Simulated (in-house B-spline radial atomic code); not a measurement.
A run on Ho³⁺ (an excited or competing configuration) that did not converge. Method: scalar-relativistic (X2C) wB97X, spin-polarised, spherical fractional occupations, exact exchange averaged over the configuration, Fermi nucleus of rms radius 5.2022 fm; computed with a B-spline radial code for spherical atoms.

Command:
```bash
python run_scf.py task.json out
```
Settings (nuclear radius in fm, mass in u):
```
Z                67
configuration    [Kr] 4d9 4f10 5s2 5p6 6f1
hamiltonian      x2c
method           wb97x
spin_polarised   True
nucleus          fermi
rms_radius       5.2022
atomic_mass      164.93033
speed_of_light   137.035999084
exact_exchange   averaged over the configuration
```

First and last ten iterations of the last attempt (damped for 15 steps, keeping 80 % of the old Fock matrix, then DIIS):
```
 iter        energy (Eh)    residual
    1      -12547.715376    8.87e-01
    2      -12569.214818    1.36e+00
    3      -12587.527616    9.18e-01
    4      -12597.156376    7.76e-01
    5      -12603.279953    4.08e-01
    6      -12605.655463    2.77e-01
    7      -12606.853434    1.91e-01
    8      -12607.432565    1.37e-01
    9      -12607.718927    1.03e-01
   10      -12607.872438    7.78e-02
  111      -12608.088270    2.64e-05
  112      -12608.088270    6.32e-05
  113      -12608.088270    2.31e-05
  114      -12608.088270    8.61e-06
  115      -12608.088270    7.09e-06
  116      -12608.088270    8.61e-06
  117      -12608.088270    6.98e-06
  118      -12608.088270    1.48e-05
  119      -12608.088270    1.94e-05
  120      -12608.088270    2.02e-05
 not converged after 120 iterations
```

The smallest residual met was 3.0e-06; the threshold is about 7e-07. Over the last five steps the energy moves by less than 2e-08 hartree, but the orbitals didn't meet the threshold. Run time, properties included: 42 s on 1 thread of Arm Neoverse V2, with other jobs on the host.
